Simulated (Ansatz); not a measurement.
Geometry optimisation, RHF/6-31G* (Ansatz).

The input (input.yaml):

```yaml
crystal:
  periodic: [false, false, false]
  atoms:
    - { symbol: Al, position_ang: [0.0, 0.0, 0.0] }
    - { symbol: "N", position_ang: [0.0, 0.0, 1.92] }
    - { symbol: H, position_ang: [-0.877, -0.2713, 2.45] }
    - { symbol: H, position_ang: [0.877, 0.2713, 2.45] }
    - { symbol: F, position_ang: [1.4635, 0.0, -0.845] }
    - { symbol: F, position_ang: [-1.4635, 0.0, -0.845] }
basis:
  gaussian: { orbitals: "6-31G*" }
hamiltonian:
  xc: hf
relax:
  f_tol: 0.02
  max_steps: 40
```

Launched with:

```bash
$ ansatz run input.yaml --threads 1 --pin off --max-ram 2048MiB --backend cpu --events-out ev --progress --plain --runs-dir out
```

Problem. Where does it end, and by what steps?

Solution. It converged. After 5 steps the energy has fallen by 0.718 eV; H3 moved furthest, 0.22 Å.

```tsv
step	energy less start (eV)	largest force component (eV/Å)	accepted
0	0.0000	2.597	yes
1	-0.6155	1.040	yes
2	-0.7056	0.731	yes
3	-0.7166	0.056	yes
4	-0.7166	0.359	no
5	-0.7180	0.009	yes
```

```xyz
6
Properties=species:S:1:pos:R:3
Al 0.000 0.000 0.070
N 0.000 0.000 1.821
H -0.818 -0.073 2.389
H 0.818 0.073 2.389
F 1.394 0.109 -0.770
F -1.394 -0.109 -0.770
```

Whether the end is a true minimum wasn't checked by a vibrational analysis.

Run time: 5.3 s on 1 thread of Arm Neoverse V2, with other jobs on the host, peak memory 0.12 GiB.
